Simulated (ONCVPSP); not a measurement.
# Building the ONCV potential for F (Z = 9) (PBE, scalar-relativistic).

ONCVPSP 4.0.1 was run on this input:

```
# ATOM AND REFERENCE CONFIGURATION
# atsym  z   nc   nv     iexc    psfile
  F 9.00    1    2        4      upf
#
#   n    l    f
    1    0    2.00
    2    0    2.00
    2    1    5.00
#
# PSEUDOPOTENTIAL AND OPTIMIZATION
# lmax
    1
#
#   l,   rc,      ep,       ncon, nbas, qcut
    0    0.55    0.00    4    7   15.00
    1    1.00    0.00    3    6   13.90
#
# LOCAL POTENTIAL
# lloc, lpopt,  rc(5),   dvloc0
    0    5    0.55    0.00
#
# VANDERBILT-KLEINMAN-BYLANDER PROJECTORs
# l, nproj, debl
    0    0    1.60
    1    2    2.90
#
# MODEL CORE CHARGE
# icmod, fcfact, rcfact
    3    4.00    1.65
#
# LOG DERIVATIVE ANALYSIS
# epsh1, epsh2, depsh
   -3.00    5.00    0.02
#
# OUTPUT GRID
# rlmax, drl
    6.00    0.01
#
# TEST CONFIGURATIONS
# ncnf
    4
# nvcnf
#   n    l    f
    2
    2    0    2.00
    2    1    4.00
#
    2
    2    0    2.00
    2    1    3.00
#
    2
    2    0    2.00
    2    1    2.00
#
    2
    2    0    1.00
    2    1    5.00
#
```

Command:

```bash
oncvpsp.x < F.dat > F.out
```

The program printed (shortened: citation, most of the input echo, consistency checks and plot data are left out):

```
ONCVPSP  (Optimized Norm-Conservinng Vanderbilt PSeudopotential)
scalar-relativistic version 4.0.1

#   n    l    f        energy (Ha)
    1    0    2.00    -2.4378532E+01
    2    0    2.00    -1.0987895E+00
    2    1    5.00    -4.0834358E-01

Reference configufation results
  iterations    20
  all-electron total energy (Ha)   -9.97443626D+01

Begin loop to  construct optimized pseudo wave functions
and semi-local pseudopoentials for all angular momenta

Calculating optimized projector #   1

 for l=   0

    Fraction of norm inside rc  0.130574
    Optimizing pswf for qcut=  14.97 a_B^-1,  ecut= 112.00 Ha
    Residual kinetic energy error=  1.05D-03 Ha

    Energy error per electron        Cutoff
         Ha          eV             Ha
         0.01000     0.27211       37.07
         0.00100     0.02721      114.18
         0.00010     0.00272      381.31
         0.00001     0.00027      546.38

   Wellstate for l =  1  n =  4
     eigenvalue =   2.4917
     asymptotic potential =   2.9917
     half-point radius =  2.9967

Calculating optimized projector #   1

 for l=   1

    Fraction of norm inside rc  0.528910
    Optimizing pswf for qcut=  13.91 a_B^-1,  ecut=  96.73 Ha
    Residual kinetic energy error=  4.91D-07 Ha

    Energy error per electron        Cutoff
         Ha          eV             Ha
         0.01000     0.27211       47.12
         0.00100     0.02721       62.16
         0.00010     0.00272       74.28
         0.00001     0.00027       84.04

Calculating optimized projector #   2

 for l=   1

    Fraction of norm inside rc  0.070012
    Optimizing pswf for qcut=  13.91 a_B^-1,  ecut=  96.73 Ha
    Residual kinetic energy error=  5.10D-07 Ha

    Energy error per electron        Cutoff
         Ha          eV             Ha
         0.01000     0.27211       43.34
         0.00100     0.02721       60.67
         0.00010     0.00272       74.44
         0.00001     0.00027       85.25

Construct Vanderbilt / Kleinmman-Bylander projectors

B matrix Hermiticity error, ll=   1
   1   2   -1.6640E-04

  Orthonormal projector coefficients -1.8277E+01 -3.1008E+00

Model core correction analysis
  based on d2Exc/dn_idn_j

d2excae - all-electron derivatives

   -5.476619D-02   -4.676711D-02
   -4.676877D-02   -4.516663D-02

d2excps - pseudofunction derivatives with no core correction

   -5.326545D-02   -4.851770D-02
   -4.851852D-02   -4.715793D-02

rms 2nd derivative error    1.756679E-03

rmatch, rhocmatch    0.3218   20.4701

Teter function model core charge with specified parameters

d2excps - pseudofunction derivatives with core correction

   -5.347512D-02   -4.763534D-02
   -4.763667D-02   -4.519349D-02

rms 2nd derivative error    8.908763E-04

Pseudoatom total energy  -24.148694

Diagnostic tests using Vanderbilt-Kleinman-Bylander pseudopotentials
  1 or more projectors used as specified by nproj input data

   l    rcore       rmatch      e in        delta e   norm test  slope test

   0   0.5513508   0.5680910  -1.0987895  -0.0000005   1.0000164   1.0000048

   1   1.0028271   1.0332751  -0.4083436  -0.0000156   1.0000491   1.0000569
   1   1.0028271   1.0332751   2.4916564  -0.0000040   1.0002146   1.0002146

 Testing for bound ghosts
   n   l    E NL Schr. Eq   E Basis Diag.   E Cutoff

   2   1       -0.408359       -0.380124    152.73

 Testing for highly-localized positive-energy ghosts
       l    <radius>/rc     E Basis Diag.   E Cutoff

Test configuration 0

   n   l     f        eae           eps        diff
   1   0  2.0000  -24.37853201
   2   0  2.0000   -1.09878951   -1.09878997   -4.59D-07
   2   1  5.0000   -0.40834358   -0.40835917   -1.56D-05

    Total energies and differences
      AE_ref= -9.97443626D+01  AE_tst= -9.97443626D+01  dif=  0.00D+00
      PS_ref= -2.41486944D+01  PS_tst= -2.41486944D+01  dif= -1.03D-13
      PSP excitation error=  1.03D-13

Test configuration 1

   n   l     f        eae           eps        diff
   1   0  2.0000  -25.14104769
   2   0  2.0000   -1.74146106   -1.74144882    1.22D-05
   2   1  4.0000   -1.04032161   -1.03979770    5.24D-04

    Total energies and differences
      AE_ref= -9.97443626D+01  AE_tst= -9.90317940D+01  dif=  7.13D-01
      PS_ref= -2.41486944D+01  PS_tst= -2.34362541D+01  dif=  7.12D-01
      PSP excitation error=  1.28D-04

Test configuration 2

   n   l     f        eae           eps        diff
   1   0  2.0000  -26.10145694
   2   0  2.0000   -2.49865894   -2.49788626    7.73D-04
   2   1  3.0000   -1.80083139   -1.79820677    2.62D-03

    Total energies and differences
      AE_ref= -9.97443626D+01  AE_tst= -9.76211871D+01  dif=  2.12D+00
      PS_ref= -2.41486944D+01  PS_tst= -2.20269684D+01  dif=  2.12D+00
      PSP excitation error=  1.45D-03

Test configuration 3

   n   l     f        eae           eps        diff
   1   0  2.0000  -27.24451375
   2   0  2.0000   -3.35182559   -3.34862211    3.20D-03
   2   1  2.0000   -2.67390524   -2.66601532    7.89D-03

    Total energies and differences
      AE_ref= -9.97443626D+01  AE_tst= -9.53928083D+01  dif=  4.35D+00
      PS_ref= -2.41486944D+01  PS_tst= -1.98034107D+01  dif=  4.35D+00
      PSP excitation error=  6.27D-03

Test configuration 4

   n   l     f        eae           eps        diff
   1   0  2.0000  -25.14260214
   2   0  1.0000   -1.74771231   -1.74739230    3.20D-04
   2   1  5.0000   -1.04486635   -1.04505349   -1.87D-04

    Total energies and differences
      AE_ref= -9.97443626D+01  AE_tst= -9.83297974D+01  dif=  1.41D+00
      PS_ref= -2.41486944D+01  PS_tst= -2.27342586D+01  dif=  1.41D+00
      PSP excitation error=  1.29D-04
```

The run took about 1.6 s on one core of a shared server CPU.
